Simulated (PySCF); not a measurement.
**How methods differ on the ionisation energy of Ge⁺**

Ge⁺ [Ar] 3d10 4s2 4p1 (2P) → Ge²⁺ [Ar] 3d10 4s2 (1S), as a difference of total energies. All numbers are calculated (PySCF 2.14, no relativity, point nucleus, in dyall-av2z (16s12p8d, 92 functions)). Correlated levels: valence: [Ar] 3d10 frozen; virtual orbitals above 40 to 60 times the deepest correlated orbital energy dropped. The calculations carry no spin-orbit coupling.

| method | ionisation energy (eV) |
| --- | --- |
| UHF | 15.208 |
| LDA | 15.863 |
| PBE | 15.743 |
| PBE0 | 15.768 |
| r2SCAN | 15.930 |
| BP86 | 15.873 |
| B2PLYP | 15.604 |
| PBEsol | 15.735 |
| LC-wPBE | 15.917 |
| MP2 (valence) | 15.376 |
| SCS-MP2 (valence) | 15.356 |

Task: How much does correlation contribute at MP2 (valence)?

Result: 15.376 − (15.208) = 0.168 eV, measured against UHF.

These non-relativistic numbers lack the scalar-relativistic shift.

Errors of the correlated levels include the incompleteness of this basis and the frozen core.

For comparison: 15.789 eV (measured; NIST levels, between the centres of gravity of the two terms).
